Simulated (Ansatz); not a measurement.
## AlOF2 (SMILES [O][Al]([F])[F]): methods side by side

AlOF2 has 4 atoms, charge 0, and is taken as a doublet. As SMILES, `[O][Al]([F])[F]`. The shape is that of a PBE0-D4/def2-TZVP optimisation.

```xyz
4

O     0.6829   -0.9109    1.2600
Al   -0.0006    0.0043   -0.0324
F    -1.4772   -0.4016   -0.5925
F     0.8504    1.2479   -0.6553
```

Quantity: the energy change with the Al2–F4 bond stretched from 1.631 to 2.038 Å, in eV. The values are calculated.

```tsv
level	kind	program	value (eV)	CPU time (all runs)
UHF/STO-3G	Hartree–Fock	Ansatz	2.22	0.59 s
U-r2SCAN0/STO-3G	hybrid meta-GGA	Ansatz	?	18 s
UB3LYP/STO-3G	global hybrid	Ansatz	1.65	5.4 s
UPBE0/STO-3G	global hybrid	Ansatz	?	5.2 s
U-wB97M-V/STO-3G	range-separated hybrid	Ansatz	1.78	84 s
UBCCD(T)/STO-3G	coupled cluster or CI	Ansatz	1.66	1.4 s
UCCSD(T)/STO-3G	coupled cluster or CI	Ansatz	1.65	1.1 s
UCCSD/STO-3G	coupled cluster or CI	Ansatz	1.66	1.1 s
FCI/STO-3G	exact in the basis	Ansatz	1.63	3.4 min
```

(1) Estimate what the levels marked ? give.

## Answers

(1) As computed at these levels: U-r2SCAN0/STO-3G: 1.84 eV; UPBE0/STO-3G: 1.72 eV. The first shape isn't each level's own minimum. The values span 1.63 to 2.22 eV. Spin contamination of the reference (⟨S²⟩ at least 0.1 too high) touches UHF/STO-3G, UBCCD(T)/STO-3G, UCCSD(T)/STO-3G, UCCSD/STO-3G. All rows use very small basis sets, so even the best lies far from the true value. CPU times are rough (shared hosts, several kinds of processor): they show what a rung costs within a factor of a few.
